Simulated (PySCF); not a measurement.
# Mayer bond orders and bond lengths

C₅H₇FPSi (charge +1).
Numbering: `[CH:1]#[C:2][CH2:3][P@@H+:4]1[C:5]([F:6])=[C:7]1[SiH3:8]` (hydrogens: H9 on C1; H10, H11 on C3; H12 on P4; H13, H14, H15 on Si8)

Cartesian coordinates in Å at the GFN2-xTB level; atoms count from 1:
```xyz
15
C5H7FPSi angstrom
C      1.990    1.533    0.619
C      1.821    0.387    0.313
C      1.624   -0.999   -0.038
P      0.087   -1.659    0.762
C     -1.562   -1.631   -0.192
F     -2.289   -2.587   -0.626
C     -1.182   -0.425    0.015
Si    -1.622    1.450   -0.257
H      2.188    2.533    0.871
H      1.532   -1.130   -1.122
H      2.468   -1.602    0.315
H     -0.004   -1.092    2.027
H     -3.047    1.378   -0.554
H     -0.745    1.810   -1.364
H     -1.264    2.043    1.025
```

Bond orders from the PBE0/pcSseg-1 density (PySCF). The structure is a single GFN2-xTB conformer in the gas phase; no vibrational or solvent corrections.

(1) How far do the computed orders between heavy atoms stray from the drawn ones?

(2) Set the Mayer orders of the bonds beside their lengths.

Answers

(1) The largest departure is 0.496, at C1–C2 (drawn triple, 2.504). Drawn single, order above 1.12: C5–F6 (1.125). Drawn single, order below 0.88: P4–C5 (0.831), C7–Si8 (0.673) and C7–P4 (0.780). Drawn double or triple, more than 0.30 short of the drawn order: C1–C2 (2.504). The SMILES, with its formal charges, is one Lewis structure only.

(2) 
```tsv
bond	drawn as	length (Å)	Mayer order
C1–C2	triple	1.198	2.504
C2–C3	single	1.443	1.054
C3–P4	single	1.855	0.918
P4–C5	single	1.905	0.831
C5–F6	single	1.278	1.125
C5–C7	double	1.281	1.772
C7–Si8	single	1.944	0.673
C7–P4	single	1.921	0.780
C1–H9	single	1.051	1.144
C3–H10	single	1.095	0.889
C3–H11	single	1.096	0.892
P4–H12	single	1.388	0.868
Si8–H13	single	1.458	0.937
Si8–H14	single	1.458	0.949
Si8–H15	single	1.457	0.943
```

By pair of heavy elements: C–C: lowest C2–C3 (1.054, 1.443 Å), highest C1–C2 (2.504, 1.198 Å). C–P: lowest C7–P4 (0.780, 1.921 Å), highest C3–P4 (0.918, 1.855 Å).

Q: Sum the orders of all bonds at each heavy atom with more than one neighbour and set the sums beside the valence in the SMILES.

A: C1 3.648 (drawn 4), C2 3.558 (drawn 4), C3 3.753 (drawn 4), P4 3.397 (drawn 4), C5 3.728 (drawn 4), C7 3.225 (drawn 4), Si8 3.502 (drawn 4). Orders between atoms that aren't bonded are not in these sums.

The Mayer order sums products of elements of PS (density times overlap matrix) between the two atoms' basis functions, so it depends on the basis set.
